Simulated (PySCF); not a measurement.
# How methods differ on the excitation energy of N²⁺

N²⁺ [He] 2s2 2p1 (2P) → N²⁺ [He] 2s1 2p2 (4P), as a difference of total energies. All numbers are calculated (PySCF 2.14, the non-relativistic Hamiltonian (point nucleus), in dyall-acv3z (15s9p4d2f, 76 functions)). Correlated levels: valence: 1s2 frozen; virtual orbitals above 40 to 60 times the deepest correlated orbital energy dropped. The calculations carry no spin-orbit coupling.

```
           method  excitation energy (cm⁻¹)
              UHF                     41359
    MP2 (valence)                     51536
SCS-MP2 (valence)                     55288
   CCSD (valence)                     56603
CCSD(T) (valence)                     56831
```
